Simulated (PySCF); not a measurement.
```xyz
21

Si     3.5801    -0.4918    -0.1720
C      1.7217    -0.1928    -0.0125
C      1.2092     0.5367     1.1022
C     -0.1545     0.7774     1.2570
S     -0.8194     1.6837     2.6362
C     -1.0784     0.2817     0.2731
C     -2.4859     0.4744     0.3402
C     -3.2939    -0.0433    -0.6593
C     -2.6833    -0.7559    -1.7281
N     -1.3797    -0.9592    -1.8318
C     -0.5655    -0.4567    -0.8561
C      0.8378    -0.6787    -0.9731
H      3.8526    -1.2643    -1.4317
H      4.0947    -1.2667     1.0130
H      4.3236     0.8177    -0.2143
H      1.9080     0.9217     1.8630
H      0.3817     1.9161     3.2314
H     -2.9244     1.0316     1.1829
H     -4.3855     0.0893    -0.6350
H     -3.3144    -1.1752    -2.5337
H      1.1767    -1.2467    -1.8519
```

Charge 0, multiplicity 1.

Task: Give the Mulliken and meta-Löwdin atomic charges from PBE-D3(BJ)/def2-TZVP // PBE-D3(BJ)/def2-SVP (PySCF).

Result: 
```csv
atom,Mulliken (e),meta-Löwdin (e)
Si1,0.12,0.42
C2,0.15,-0.20
C3,-0.25,-0.13
C4,0.11,-0.07
S5,-0.17,-0.01
C6,0.04,-0.02
C7,-0.15,-0.10
C8,-0.09,-0.14
C9,-0.05,0.00
N10,-0.12,-0.24
C11,0.16,0.11
C12,-0.35,-0.12
H13,-0.02,-0.07
H14,-0.02,-0.08
H15,-0.02,-0.08
H16,0.09,0.11
H17,0.15,0.11
H18,0.13,0.13
H19,0.12,0.13
H20,0.11,0.12
H21,0.09,0.13
```
